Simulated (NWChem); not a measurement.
System: CH3ClO2Si; SMILES Cl[SiH]1OCO1

Excerpt of the output:

```
             Northwest Computational Chemistry Package (NWChem) 7.3.0
             --------------------------------------------------------

 CS  symmetry detected

                             Geometry "geometry" -> ""
                             -------------------------

 Output coordinates in angstroms (scale by  1.889725989 to convert to a.u.)

  No.       Tag          Charge          X              Y              Z
 ---- ---------------- ---------- -------------- -------------- --------------
    1 Cl                  17.0000    -0.26649056    -1.89286289     0.00000000
    2 Si                  14.0000     0.58458504    -0.02208781     0.00000000
    3 O                    8.0000    -0.05031056     1.05789102    -1.11330300
    4 C                    6.0000    -0.53182178     1.84201401     0.00000000
    5 O                    8.0000    -0.05031056     1.05789102     1.11330300
    6 H                    1.0000     2.04401066    -0.22329737     0.00000000
    7 H                    1.0000    -0.07702090     2.83702095     0.00000000
    8 H                    1.0000    -1.62494109     1.89583459     0.00000000

 Effective nuclear repulsion energy (a.u.)     298.6952799447

      Symmetry information
      --------------------

 Group name             Cs
 Group number              2
 Group order               2
 No. of unique centers     7

                                 NWChem DFT Module
                                 -----------------

 Summary of "ao basis" -> "ao basis" (spherical)
 ------------------------------------------------------------------------------
       Tag                 Description            Shells   Functions and Types
 ---------------- ------------------------------  ------  ---------------------
 Cl                        def2-tzvp                13       37   5s5p2d1f
 Si                        def2-tzvp                13       37   5s5p2d1f
 O                         def2-tzvp                11       31   5s3p2d1f
 C                         def2-tzvp                11       31   5s3p2d1f
 H                         def2-tzvp                 4        6   3s1p

      Symmetry analysis of basis
      --------------------------

        a'        117
        a"         68

            General Information
            -------------------
          SCF calculation type: DFT
          Wavefunction type:  closed shell.
          No. of atoms     :     8
          No. of electrons :    56
           Alpha electrons :    28
            Beta electrons :    28
          Charge           :     0
          Spin multiplicity:     1
          Use of symmetry is: on ; symmetry adaption is: on
          Maximum number of iterations: 150
          AO basis - number of functions:   185
                     number of shells:    71
          Convergence on energy requested:  1.00D-06
          Convergence on density requested:  1.00D-05
          Convergence on gradient requested:  5.00D-04

              XC Information
              --------------
                         B3LYP Method XC Potential
                     Hartree-Fock (Exact) Exchange  0.200
                        Slater Exchange Functional  0.800 local
                    Becke 1988 Exchange Functional  0.720 non-local
              Lee-Yang-Parr Correlation Functional  0.810
                  VWN I RPA Correlation Functional  0.190 local

             Grid Information
             ----------------
          Grid used for XC integration:  medium
          Radial quadrature: Mura-Knowles
          Angular quadrature: Lebedev.
          Tag              B.-S. Rad. Rad. Pts. Rad. Cut. Ang. Pts.
          ---              ---------- --------- --------- ---------
          Cl                  1.00       88          12.0       590
          Si                  1.10       88          10.0       590
          O                   0.60       49          10.0       434
          C                   0.70       49          10.0       434
          H                   0.35       45          12.0       434
          Grid pruning is: on
          Number of quadrature shells:   409
          Spatial weights used:  Erf1

      Superposition of Atomic Density Guess
      -------------------------------------

 Sum of atomic energies:        -937.05246940

      Non-variational initial energy
      ------------------------------

 Total energy =    -938.997011
 1-e energy   =   -1888.591014
 2-e energy   =     650.898723
 HOMO         =      -0.357537
 LUMO         =       0.030238

      Symmetry analysis of molecular orbitals - initial
      -------------------------------------------------

  Numbering of irreducible representations:

     1 a'          2 a"

  Orbital symmetries:

     1 a'          2 a'          3 a'          4 a"          5 a'
     6 a'          7 a'          8 a'          9 a"         10 a'
    11 a'         12 a'         13 a"         14 a'         15 a"
    16 a'         17 a'         18 a'         19 a'         20 a"
    21 a'         22 a'         23 a'         24 a"         25 a"
    26 a"         27 a'         28 a'         29 a"         30 a'
    31 a'         32 a'         33 a'         34 a"         35 a'
    36 a'         37 a'         38 a"

------------------------------------------------------------
EAF file 0: "./job.aoints.0" size=339214336 bytes
------------------------------------------------------------
               write      read    awrite     aread      wait
               -----      ----    ------     -----      ----
     calls:      647         0         0         0         0
   data(b): 3.39e+08  0.00e+00  0.00e+00  0.00e+00
   time(s): 0.00e+00  0.00e+00  0.00e+00  0.00e+00  0.00e+00
rate(mb/s): 0.00e+00  0.00e+00
------------------------------------------------------------

     ---------------------------------------------
      Total Density - Mulliken Population Analysis
     ---------------------------------------------

    Atom       Charge   Shell Charges
 -----------   ------   -------------------------------------------------------
    1 Cl  17    17.36   2.01  0.45  1.52  1.11  0.84  4.19  1.69  1.10  2.95  1.50  0.00  0.02  0.00
    2 Si  14    12.77   2.00  0.59  1.39  0.76  0.33  4.10  1.74  0.45  0.79  0.17  0.19  0.18  0.08
    3 O    8     8.74   0.79  1.18  0.60  0.97  0.25  1.98  2.18  0.76  0.00  0.02  0.00
    4 C    6     5.61   0.85  1.12  0.52  0.63  0.11  0.96  1.04  0.23  0.03  0.10  0.01
    5 O    8     8.74   0.79  1.18  0.60  0.97  0.25  1.98  2.18  0.76  0.00  0.02  0.00
    6 H    1     1.03   0.22  0.53  0.27  0.01
    7 H    1     0.88   0.25  0.47  0.14  0.02
    8 H    1     0.88   0.25  0.47  0.14  0.02

   convergence    iter        energy       DeltaE   RMS-Dens  Diis-err
 ---------------- ----- ----------------- --------- --------- ---------
 d= 0,ls=0.0,diis     1   -940.1569269078 -1.24D+03  5.80D-03  1.85D+00
 d= 0,ls=0.0,diis     2   -940.0690065976  8.79D-02  3.69D-03  2.43D+00
 d= 0,ls=0.0,diis     3   -940.2794733414 -2.10D-01  8.75D-04  1.74D-01
 d= 0,ls=0.0,diis     4   -940.2917833011 -1.23D-02  3.89D-04  1.13D-02
 d= 0,ls=0.0,diis     5   -940.2930744925 -1.29D-03  8.25D-05  6.28D-04
  Resetting Diis
 d= 0,ls=0.0,diis     6   -940.2931454497 -7.10D-05  1.76D-05  2.08D-05
 d= 0,ls=0.0,diis     7   -940.2931473563 -1.91D-06  5.31D-06  6.62D-07
 d= 0,ls=0.0,diis     8   -940.2931473317  2.46D-08  2.82D-06  9.75D-07

         Total DFT energy =     -940.293147331719
      One electron energy =    -1891.769596525572
           Coulomb energy =      725.867923142095
    Exchange-Corr. energy =      -73.086753892903
 Nuclear repulsion energy =      298.695279944661

 Numeric. integr. density =       55.999983653664

                  Occupations of the irreducible representations
                  ----------------------------------------------

                     irrep           alpha         beta
                     --------     --------     --------
                     a'               20.0         20.0
                     a"                8.0          8.0

                       DFT Final Molecular Orbital Analysis
                       ------------------------------------

 Vector   26  Occ=2.000000D+00  E=-3.412205D-01  Symmetry=a'
              MO Center=  4.8D-03, -1.4D+00,  7.1D-15, r^2= 2.5D+00
   Bfn.  Coefficient  Atom+Function         Bfn.  Coefficient  Atom+Function
  ----- ------------  ---------------      ----- ------------  ---------------
    15      0.460140  1 Cl px                18      0.295610  1 Cl px
    12      0.222930  1 Cl px                 6     -0.180086  1 Cl px
    16     -0.169070  1 Cl py               169     -0.126246  6 H  s
   170     -0.112463  6 H  s                 19     -0.106374  1 Cl py
     9     -0.082793  1 Cl px                13     -0.079922  1 Cl py

 Vector   27  Occ=2.000000D+00  E=-3.345039D-01  Symmetry=a"
              MO Center= -6.1D-02,  4.5D-01,  7.3D-14, r^2= 3.1D+00
   Bfn.  Coefficient  Atom+Function         Bfn.  Coefficient  Atom+Function
  ----- ------------  ---------------      ----- ------------  ---------------
    17      0.251417  1 Cl pz                80     -0.242992  3 O  px
   142      0.242992  5 O  px                83     -0.202899  3 O  px
   145      0.202899  5 O  px                81     -0.178399  3 O  py
   143      0.178399  5 O  py                20      0.158286  1 Cl pz
    86     -0.153799  3 O  px               148      0.153799  5 O  px

[...]
```

Level: B3LYP/def2-TZVP. Structure relaxed at the B3LYP/6-31G* (spherical d) level.

Q: Write an input that gives this output.

A: Several could match; the one computed here: the input that was run:
```
start job
memory heap 200 mb stack 900 mb global 1100 mb
geometry units angstroms noautoz
  Cl    -0.280124     1.868347     0.000000
  Si     0.595289     0.008836     0.000000
  O     -0.025461    -1.079335    -1.113303
  C     -0.496700    -1.869674     0.000000
  O     -0.025461    -1.079335     1.113303
  H      2.051965     0.229071     0.000000
  H     -0.028955    -2.858662     0.000000
  H     -1.589024    -1.937753     0.000000
end
basis spherical
  * library def2-tzvp
end
dft
  xc b3lyp
  iterations 150
  semidirect filesize 400000000
  mulliken
end
task dft energy
```
